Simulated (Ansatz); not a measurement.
Energy needed to pull apart C2H2OSi, closed shell, into free ground-state atoms, from the structure below (displaced at random from a GFN2-xTB minimum); no zero-point or spin–orbit terms; open-shell atoms are treated unrestricted, in their ground-state multiplicity.

```xyz
6
angstrom
C -0.4509 0.4782 -0.8488
Si 1.3175 -0.2860 -0.6175
C 0.5398 -0.1882 1.0025
O -0.6142 -0.0450 0.2715
H -1.1440 0.2389 -1.5950
H 0.4732 -0.6802 1.6446
```

Computed with Ansatz 0.2.0 (basis: def2-TZVPP); correlated methods freeze the cores. B3LYP uses VWN-RPA correlation.

| method | atomization energy (eV) |
| --- | --- |
| PBE-D4 | 20.73 |
| r2SCAN-D4 | 19.64 |
| PBE0-D4 | 19.66 |
| B3LYP-D4 | ? |
| r2SCAN0-D4 | 18.79 |
| wB97M-V | ? |
| HF | 10.44 |
| MP2 | 19.40 |
| CCSD | 17.78 |
| CCSD(T) | 18.57 |

Q: What does wB97M-V give? (Judge from chemistry; the value comes from the calculation.)

A: The calculation gives: 19.55 eV, which is about 0.98 eV more than CCSD(T)/def2-TZVPP.

Q: What does B3LYP-D4 give? (An estimate is asked for; the value comes from the calculation.)

A: By the calculation: 19.45 eV, which is about 0.88 eV more than CCSD(T)/def2-TZVPP.

In triple zeta the MP2 and coupled-cluster atomization energies are still short of their basis limit by a few kcal/mol a bond, whereas those of the functionals are nearly converged, so these differences are not deviations from converged CCSD(T).

The T1 diagnostic stays at or below 0.030. The T1 diagnostic is large here, which may signal multireference character or strong orbital relaxation, so CCSD(T) is less sure. The restricted Hartree–Fock reference is unstable towards an unrestricted one here.

For scale, one of the runs: CCSD(T)/def2-TZVPP forces, 163 basis functions (an equivalent command: `ansatz run in.yaml --threads 4`). Time: 82 s of wall clock on 4 CPU threads; the host was shared. Peak host memory: 2.4 GiB.
